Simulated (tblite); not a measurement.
Compound: C₄H₁₀BNO₂.
Numbering: `[CH2:1]=[CH:2][CH2:3][O:4][B:5]([NH2:6])[O:7][CH3:8]` (hydrogens: H9, H10 on C1; H11 on C2; H12, H13 on C3; H14, H15 on N6; H16, H17, H18 on C8)

Computed with GFN2-xTB (tblite), gas phase: L-BFGS steps from a force-field or distance-geometry start until the largest atomic force falls under 0.01 eV/Å.

Step 26: E = -707.5315 eV
```
atom  x, y, z in Å  |  force x, y, z in eV/Å
C1      3.3882    0.6924    0.0186    0.062   0.094  -0.004
C2      2.5382   -0.2893    0.2412   -0.024   0.004   0.148
C3      1.3224   -0.5174   -0.6004   -0.040   0.133   0.069
O4      0.2165   -1.0972    0.0588    0.128  -0.267   0.131
B5     -1.0557   -0.6095   -0.0150   -0.171   0.262  -0.041
N6     -2.1232   -1.5339    0.1150    0.142  -0.381  -0.037
O7     -1.2528    0.7340   -0.1814   -0.055   0.233  -0.105
C8     -2.5072    1.3726   -0.2412    0.075  -0.024   0.023
H9      3.2378    1.3988   -0.7689   -0.202   0.217  -0.319
H10     4.2859    0.8741    0.5751    0.102  -0.246   0.269
H11     2.6971   -1.0026    1.0223    0.064  -0.237   0.325
H12     1.0535    0.4449   -1.0302   -0.222   0.057  -0.337
H13     1.5920   -1.2430   -1.3793    0.062   0.101  -0.259
H14    -1.8688   -2.5091    0.1879   -0.218   0.207  -0.027
H15    -3.0309   -1.3827   -0.2917    0.100  -0.006   0.220
H16    -2.9689    1.2275   -1.2262    0.076   0.058   0.029
H17    -2.3212    2.4407   -0.0722   -0.092  -0.182  -0.079
H18    -3.2117    1.0060    0.5169    0.214  -0.023  -0.009
```

Step 27: E = -707.5533 eV
```
atom  x, y, z in Å  |  force x, y, z in eV/Å
C1      3.3947    0.6865    0.0197   -0.010   0.195  -0.002
C2      2.5370   -0.2887    0.2372   -0.055  -0.038   0.194
C3      1.3291   -0.5116   -0.6178   -0.148  -0.053   0.056
O4      0.2237   -1.1098    0.0370   -0.026  -0.119   0.052
B5     -1.0536   -0.6089   -0.0066    0.041   0.172  -0.084
N6     -2.1247   -1.5326    0.1322    0.152  -0.160  -0.085
O7     -1.2421    0.7408   -0.1678   -0.148   0.038  -0.103
C8     -2.5023    1.3669   -0.2417   -0.006   0.005  -0.007
H9      3.2377    1.3934   -0.7691   -0.091   0.178  -0.264
H10     4.2763    0.8710    0.6007    0.108  -0.216   0.191
H11     2.6862   -0.9954    1.0301    0.013  -0.205   0.223
H12     1.0405    0.4505   -1.0409   -0.122  -0.002  -0.286
H13     1.6117   -1.2324   -1.4058   -0.025   0.226  -0.115
H14    -1.8833   -2.5091    0.1849   -0.132   0.103   0.002
H15    -3.0364   -1.3706   -0.2625    0.110   0.014   0.220
H16    -2.9604    1.2190   -1.2314    0.138   0.023   0.095
H17    -2.3283    2.4375   -0.0811   -0.077  -0.161  -0.044
H18    -3.2146    0.9999    0.5123    0.277  -0.001  -0.044
```

Step 28: E = -707.5770 eV
```
atom  x, y, z in Å  |  force x, y, z in eV/Å
C1      3.3982    0.6828    0.0195   -0.131   0.218   0.018
C2      2.5347   -0.2886    0.2403   -0.098  -0.012   0.110
C3      1.3300   -0.5041   -0.6278   -0.179  -0.146   0.045
O4      0.2270   -1.1159    0.0266   -0.002   0.001  -0.036
B5     -1.0487   -0.6035    0.0003    0.127  -0.003  -0.111
N6     -2.1193   -1.5291    0.1483    0.133  -0.062  -0.112
O7     -1.2325    0.7460   -0.1684   -0.111  -0.093  -0.078
C8     -2.4958    1.3576   -0.2443   -0.060   0.038  -0.034
H9      3.2319    1.3909   -0.7745    0.036   0.043  -0.079
H10     4.2659    0.8636    0.6251    0.091  -0.154   0.061
H11     2.6761   -0.9962    1.0406   -0.033  -0.086   0.068
H12     1.0243    0.4558   -1.0562   -0.006  -0.099  -0.142
H13     1.6187   -1.2171   -1.4270   -0.065   0.271   0.012
H14    -1.8946   -2.5098    0.1696   -0.048   0.087   0.042
H15    -3.0353   -1.3528   -0.2272    0.052   0.041   0.195
H16    -2.9520    1.2125   -1.2331    0.109  -0.043   0.029
H17    -2.3319    2.4252   -0.0910   -0.052   0.023   0.018
H18    -3.2054    0.9891    0.5085    0.237  -0.023  -0.005
```

Q: Estimate the geometry and energy of step 29. (The exact step hangs on the optimiser's Hessian estimate; all steps are aligned on step 28, rigid shifts and turns removed.)

A: E = -707.5907 eV, largest force 0.242 eV/Å
```
atom  x, y, z in Å  |  force x, y, z in eV/Å
C1      3.3965    0.6834    0.0208   -0.171   0.125   0.113
C2      2.5298   -0.2880    0.2440   -0.095   0.037   0.024
C3      1.3267   -0.5013   -0.6335   -0.094  -0.099   0.026
O4      0.2294   -1.1229    0.0183    0.013   0.067  -0.073
B5     -1.0414   -0.6004    0.0026    0.116  -0.122  -0.104
N6     -2.1108   -1.5248    0.1604    0.044  -0.047  -0.137
O7     -1.2271    0.7468   -0.1723   -0.019  -0.116  -0.069
C8     -2.4920    1.3495   -0.2477   -0.026   0.061  -0.031
H9      3.2311    1.3902   -0.7789    0.087  -0.031   0.033
H10     4.2586    0.8580    0.6424    0.014  -0.118  -0.059
H11     2.6637   -0.9998    1.0480   -0.048   0.037  -0.052
H12     1.0124    0.4576   -1.0671    0.050  -0.152  -0.030
H13     1.6208   -1.2017   -1.4423   -0.063   0.227   0.057
H14    -1.9007   -2.5084    0.1555   -0.003   0.080   0.070
H15    -3.0316   -1.3328   -0.1945    0.028   0.038   0.186
H16    -2.9453    1.2063   -1.2339    0.048  -0.090  -0.068
H17    -2.3340    2.4147   -0.0980   -0.032   0.159   0.056
H18    -3.1947    0.9801    0.5055    0.149  -0.057   0.058
```

The energy changes by -0.0137 eV. The first-order estimate −F·Δx gives -0.0196 eV and the mean of the old and new forces, exact on a quadratic surface, -0.0137 eV. The step makes an angle of 66° with the force vector and moves no atom by more than 0.039 Å.

What follows is the cost of the whole relaxation. Hardware: AMD EPYC 9R45, one thread, shared host. Cost: 0.55 s wall.
